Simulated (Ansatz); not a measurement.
Computed with frozen-core CCSD(T)/cc-pVTZ // PBE-D3(BJ)/def2-TZVP (Ansatz, an electronic-structure program). Warnings of the run: large_difference.

Ansatz 0.2 input:
```yaml
crystal:
  periodic: [false, false, false]
  atoms:
    - { symbol: O, position_ang: [-0.627061, -1.379581, -0.009711] }
    - { symbol: S, position_ang: [-0.158588, 0.002728, -0.001218] }
    - { symbol: O, position_ang: [-0.57933, 1.400327, 0.001918] }
    - { symbol: H, position_ang: [1.36498, -0.023476, 0.009011] }
basis:
  gaussian: { orbitals: cc-pVTZ }
correlation:
  method: ccsd_t
total_charge: 2
magnetization:
  spin_polarized: true
  initial_magnetization: 1
```

Output:

```
Functional definition: HF
649 factors; integrals over basis functions are off by at most 9.4e-4 eV
mean field evaluation 1: about -14864.0568 eV, gradient 5.5e1 eV
mean field evaluation 2: about -14864.0670 eV, gradient 5.5e1 eV
mean field evaluation 4: about -14875.0666 eV, gradient 4.0e0 eV
mean field evaluation 8: about -14875.3656 eV, gradient 3.1e-1 eV
mean field evaluation 16: about -14875.3719 eV, gradient 1.5e-2 eV
mean field evaluation 32: about -14877.1421 eV, gradient 2.7e0 eV
mean field evaluation 64: about -14875.3719 eV, gradient 4.9e-5 eV
mean field evaluation 96: about -14877.1971 eV, gradient 7.9e-1 eV
mean field evaluation 128: about -14876.4434 eV, gradient 2.6e0 eV
mean field evaluation 160: about -14876.0700 eV, gradient 2.6e-4 eV
mean field evaluation 192: about -14860.6567 eV, gradient 1.4e0 eV
mean field evaluation 224: about -14877.3436 eV, gradient 1.1e-1 eV
mean field evaluation 256: about -14871.9199 eV, gradient 4.9e0 eV
mean field evaluation 288: about -14874.6274 eV, gradient 3.6e-2 eV
mean field evaluation 320: about -14870.2582 eV, gradient 1.2e0 eV
mean field evaluation 352: about -14869.6238 eV, gradient 2.7e-3 eV
mean field evaluation 384: about -14869.2041 eV, gradient 7.5e-2 eV
mean field evaluation 416: about -14871.4073 eV, gradient 3.9e-3 eV
mean field evaluation 448: about -14870.9377 eV, gradient 3.0e0 eV
mean field evaluation 480: about -14868.8867 eV, gradient 3.4e-1 eV
mean field evaluation 512: about -14870.8536 eV, gradient 4.2e-2 eV
mean field evaluation 544: about -14866.2686 eV, gradient 3.8e0 eV
mean field evaluation 576: about -14869.3192 eV, gradient 2.7e0 eV
mean field evaluation 608: about -14869.4126 eV, gradient 6.4e-3 eV
mean field evaluation 640: about -14876.9081 eV, gradient 5.0e0 eV
mean field evaluation 672: about -14876.2810 eV, gradient 4.6e-3 eV
mean field -14877.34403209 eV, -546.7323089534 hartree, gradient 2.0e-6 eV, S^2 1.220761; 10 other end points of the search recorded, 0 dependent functions left out
determinant -14877.34403209 eV, -546.7323089534 hartree, with singles and doubles -14893.42223752 eV, -547.3231721045 hartree
determinant -14876.28096508 eV, -546.6932419614 hartree, with singles and doubles -14893.24682442 eV, -547.3167257922 hartree
determinant -14876.07004508 eV, -546.6854907941 hartree, with singles and doubles -14892.77587873 eV, -547.2994188574 hartree
determinant -14875.37190699 eV, -546.6598346925 hartree, with singles and doubles -14893.48835578 eV, -547.3256019058 hartree
determinant -14874.62736406 eV, -546.6324732445 hartree, with singles and doubles -14889.64334741 eV, -547.1843004545 hartree
determinant -14877.34403209 eV, -546.7323089534 hartree, with singles and doubles -14893.39415680 eV, -547.3221401574 hartree
determinant -14876.28096508 eV, -546.6932419614 hartree, with singles and doubles -14893.20491887 eV, -547.3151857918 hartree
determinant -14876.07004508 eV, -546.6854907941 hartree, with singles and doubles -14892.74275737 eV, -547.2982016697 hartree
determinant -14875.37190699 eV, -546.6598346925 hartree, with singles and doubles -14893.41895435 eV, -547.3230514506 hartree
determinant -14877.34403209 eV, -546.7323089534 hartree, with singles and doubles -14893.41800194 eV, -547.3230164502 hartree
determinant -14876.28096508 eV, -546.6932419614 hartree, with singles and doubles -14893.23170736 eV, -547.3161702505 hartree
determinant -14875.37190699 eV, -546.6598346925 hartree, with singles and doubles -14893.41328851 eV, -547.3228432345 hartree
mean field evaluation 704: about -14875.3719 eV, gradient 9.5e-6 eV
7 core orbitals not correlated
reference -14875.37190699 eV, -546.6598346925 hartree; 9, 8 occupied and 92, 93 virtual orbitals, 649 factors
second order -18.41043540 eV of doubles, -0.00000000 eV of singles
cycle   1  -16.87774940 eV  change    3.6e-1 eV  update   1.6e-1
cycle   2  -17.83709317 eV  change   -9.6e-1 eV  update   6.2e-2
cycle   3  -17.78195352 eV  change    5.5e-2 eV  update   4.4e-2
cycle   4  -18.03702808 eV  change   -2.6e-1 eV  update   2.4e-2
cycle   5  -18.04704699 eV  change   -1.0e-2 eV  update   6.4e-3
cycle   6  -18.03309776 eV  change    1.4e-2 eV  update   3.3e-3
cycle   7  -18.04200470 eV  change   -8.9e-3 eV  update   1.5e-3
cycle   8  -18.04160347 eV  change    4.0e-4 eV  update   5.5e-4
cycle   9  -18.04096739 eV  change    6.4e-4 eV  update   2.7e-4
cycle  10  -18.04150199 eV  change   -5.3e-4 eV  update   1.3e-4
cycle  11  -18.04135577 eV  change    1.5e-4 eV  update   7.2e-5
cycle  12  -18.04137402 eV  change   -1.8e-5 eV  update   3.6e-5
cycle  13  -18.04136569 eV  change    8.3e-6 eV  update   1.7e-5
cycle  14  -18.04137403 eV  change   -8.3e-6 eV  update   8.6e-6
cycle  15  -18.04138135 eV  change   -7.3e-6 eV  update   3.3e-6
perturbative correction -1.26425128 eV, -0.0464603775 hartree
WARN: the results are in doubt because among natural orbitals full CI differs from the method by -0.094 eV
Total energy: -14894.67753961 eV, -547.3693036057 hartree
In doubt: among natural orbitals full CI differs from the method by -0.094 eV
```

Cost: very roughly 2.9 core-minutes.
